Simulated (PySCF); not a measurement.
Molecule: `FC(F)(F)Sc1ccco1`, C5H3F3OS.

Bonds (- single, = double, # triple, : aromatic): F1-C2, C2-F3, C2-F4, C2-S5, S5-C6, C6:C7, C7:C8, C8:C9, C9:O10, O10:C6. C7 carries H11; C8 carries H12; C9 carries H13.

Frames of a GFN2-xTB Langevin trajectory at 200 K; GIAO PBE0/pcSseg-1 shieldings in PySCF, gas phase, non-relativistic; equivalent atoms averaged within each frame.

Chemical shifts δ = σref − σ; CFCl3 for ¹⁹F (σ = 170.95 ppm); ¹³C (σ = 186.93 ppm) and ¹H (σ = 31.72 ppm) vs TMS; ³³S (σ = 503.73 ppm) vs CS2; H2O for ¹⁷O (σ = 336.08 ppm), all at this level. The references are static minima.

Q: How do the shifts (ppm) fluctuate along the trajectory?

A: 
```
         time (fs)  F1/F3/F4     C9     C6     C2     C7     C8   S5    O10   H13   H12
optimised geometry     -56.8  152.8  143.0  140.1  132.1  119.8  121  325.3  7.77  6.86
               250     -43.8  153.3  146.3  144.0  126.0  122.1  182  311.3  7.46  7.45
               425     -41.7  147.6  135.9  143.8  123.3  125.5  119  296.7  7.60  7.20
               625     -40.1  150.7  140.5  142.8  117.4  118.7  148  317.9  7.31  7.00
               800     -50.2  145.6  146.3  140.8  122.4  117.4  172  307.1  7.17  6.17
              1000     -42.3  153.6  146.4  146.1  133.6  122.1  130  318.0  7.81  6.69
    mean of frames     -43.6  150.2  143.1  143.5  124.6  121.2  150  310.2  7.47  6.90
standard deviation       3.9    3.5    4.7    1.9    6.0    3.2   27    8.9  0.25  0.49
```

5 frames give an uncertainty of the mean of about the standard deviation over 2.2 at best, since frames this close in time may not be independent; classical motion lacks zero-point vibration, and the reference would need the same averaging.
